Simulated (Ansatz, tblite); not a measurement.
Removing and adding an electron: (MgO)3 ring (Mg3O3). Charge 0, multiplicity 1. Geometry: PBE0-D4/def2-SVP. Ansatz, gas phase; energy differences of separate SCF runs; the oxidised species was run as a doublet alone; the reduced species was run as a doublet alone.

Cartesian coordinates in Å:
```
Mg -0.934 -1.045 0.971
O 0.869 -1.154 1.301
Mg 1.697 0.032 0.170
O 1.065 1.191 -1.107
Mg -0.762 1.013 -1.141
O -1.934 -0.037 -0.194
```

The xTB rows come from tblite. HOMO above LUMO, or a gap near zero within one spin, warns that the state may not be the lowest or that an electron is smeared out.

| level | −HOMO (eV) | vertical IE (eV) | −LUMO (eV) | vertical EA (eV) | HOMO–LUMO gap (eV) | IE − EA (eV) | remarks |
| --- | --- | --- | --- | --- | --- | --- | --- |
| GFN1-xTB | 12.03 | 15.55 | 9.94 | 6.59 | 2.09 | 8.96 | – |
| GFN2-xTB | 11.85 | 15.16 | 10.60 | 7.40 | 1.24 | 7.76 | – |
| PBE-D4/def2-TZVP | 5.17 | 7.93 | 2.59 | – | 2.58 | – | gap within one spin near zero (+1 doublet) |
| PBE-D4/def2-TZVPD | 5.19 | – | 2.59 | 1.01 | 2.60 | – | HOMO above zero (-1 doublet) |
| r2SCAN-D4/def2-TZVP | 5.35 | 7.97 | 2.10 | – | 3.25 | – | – |
| r2SCAN-D4/def2-TZVPD | 5.34 | – | 2.09 | 0.86 | 3.25 | – | HOMO above zero (-1 doublet) |
| PBE0-D4/def2-TZVP | 6.53 | 8.29 | 1.85 | – | 4.68 | – | – |
| PBE0-D4/def2-TZVPD | 6.53 | – | 1.85 | 0.78 | 4.68 | – | HOMO above zero (-1 doublet) |

   A HOMO above zero means that the electron is unbound at that level or that self-interaction error raises the level; the energy of removing that electron tells which. Raw xTB energy differences between charge states are shifted by several eV; the methods need an empirical correction for them.
